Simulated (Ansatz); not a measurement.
`C#[C][Ge]([Cl])([Cl])[Cl]` + H₂S → `[SH][Ge]([Cl])([Cl])[Cl]` + acetylene  (ligand exchange at a Ge–C bond)

Computed with Ansatz on PBE0-D4/def2-TZVP structures; ΔE is electronic, products minus reactants. CCSD(T)/CBS is the MP2 limit (def2-TZVPP, def2-QZVPP) plus CCSD(T) − MP2 in def2-TZVPP, frozen cores. This one scheme is used for every species. Functionals use def2-TZVPP. B3LYP here is the variant with VWN-RPA as its local correlation; programs differ in this. For Ge outer-core shells are correlated without core-valence functions, which leaves a few kJ/mol of doubt a bond. Scalar relativity is left out up to krypton. Each species was taken in one conformer, which may not be the lowest.

(1) Is it downhill or uphill in electronic energy at CCSD(T)/CBS, and by how much? (Best estimate.)

(2) What do these levels give: B3LYP, r2SCANh, r2SCAN0, CAM-B3LYP, MP2/def2-TZVPP, HF/CBS(def2)? (An estimate is asked.)

Largest T1 diagnostic among the species: 0.013.

## Answers

(1) The calculation gave: Downhill: ΔE = -0.36 eV.

(2) The calculation gave: B3LYP -0.38, r2SCANh -0.40, r2SCAN0 -0.39, CAM-B3LYP -0.35, MP2/def2-TZVPP -0.29, HF/CBS(def2) -0.31 eV.

Leaving LDA and LC-ωPBE aside and taking each functional with its dispersion term where it has one, the values, not all of them listed here, spread over 0.09 eV, from PBE-D4 to B2PLYP. From BLYP to BHLYP (50 % exact exchange), in def2-TZVPP and without D4, ΔE moves by +0.04 eV. At CCSD(T), def2-SVP lies +0.09 eV from the extrapolated value and def2-TZVPP +0.08 eV.
